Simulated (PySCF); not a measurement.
Compound: CH4B3NO3.
SMILES with atom numbers: `[H]/[N:1]=[CH:2]/[B:3]1[O:4][BH:5][O:6][BH:7][O:8]1` (hydrogens: H9 on N1; H10 on C2; H11 on B5; H12 on B7)

Structure used (PBE0-D3(BJ)/def2-SVP), in Å, numbered top down from 1:
```xyz
12
CH4B3NO3 angstrom
N      2.5054    1.2297   -0.1232
C      1.9377    0.0927   -0.2278
B      0.3772   -0.0291   -0.0547
O     -0.4088    1.0643    0.1890
B     -1.7616    0.9312    0.3399
O     -2.3321   -0.3137    0.2393
B     -1.5608   -1.4178   -0.0062
O     -0.2056   -1.2715   -0.1520
H      3.5197    1.1413   -0.2590
H      2.5001   -0.8405   -0.4364
H     -2.4486    1.8925    0.5588
H     -2.0661   -2.5050   -0.0924
```

Computed with PySCF at PBE0/pcSseg-1, non-relativistic, on one gas-phase PBE0-D3(BJ)/def2-SVP geometry that isn't relaxed in the solvent. The solvent is an IEF-PCM continuum (cavity from Bondi-type radii × 1.2). Only the electrostatic response of the medium enters.

| run | E − E(gas) (kJ/mol) | HOMO (eV) | HOMO–LUMO gap (eV) | dipole (D) |
| --- | --- | --- | --- | --- |
| gas | 0.00 | -7.72 | 5.86 | 1.88 |
| P | -20.23 | -7.76 | 5.95 | 2.27 |
| Q | -27.93 | -7.79 | 5.98 | 2.43 |

Question: The runs were made in acetone and chloroform. Which run belongs to which solvent?

Answer: P = chloroform, Q = acetone. The dielectric constants are 4.711 (chloroform), 20.49 (acetone), and the energy falls further as ε rises. In this model the ground state sees the solvent through ε alone.

Question: How constant is the ratio of the lowering to (ε − 1)/(2ε + 1)?

Answer: 
```tsv
solvent	(ε − 1)/(2ε + 1)	E − E(gas) (kJ/mol)	ratio (kJ/mol)	polarisation term (kJ/mol)
chloroform	0.356	-20.23	-56.8	-22.07
acetone	0.464	-27.93	-60.2	-31.52
```

The ratio changes by +5.9 % in size from chloroform to acetone. The polarisation term is half the interaction of the solute with the induced surface charges.
